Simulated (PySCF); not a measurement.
Sc: ionisation energy

Sc [Ar] 3d1 4s2 (2D) → Sc⁺ [Ar] 3d1 4s1 (3D), as a difference of total energies. All numbers are calculated (PySCF 2.14, no relativity, point nucleus, in 6-31G* (5s4p2d1f, 34 functions)). Correlated levels: valence: [Ar] frozen. The calculations carry no spin-orbit coupling.

```tsv
method	ionisation energy (eV)
UHF	5.356
BP86	6.558
M06-2X	6.778
MP2 (valence)	5.881
SCS-MP2 (valence)	5.987
```

Question: How much does correlation contribute at MP2 (valence)?

Answer: 5.881 − (5.356) = 0.525 eV, measured against UHF.

These non-relativistic numbers lack the scalar-relativistic shift.

Errors of the correlated levels include the incompleteness of this basis and the frozen core.

MP2 underrates the near-degeneracy of ns² with np² in the lower species.

For comparison: 6.562 eV (measured; NIST levels, between the centres of gravity of the two terms).
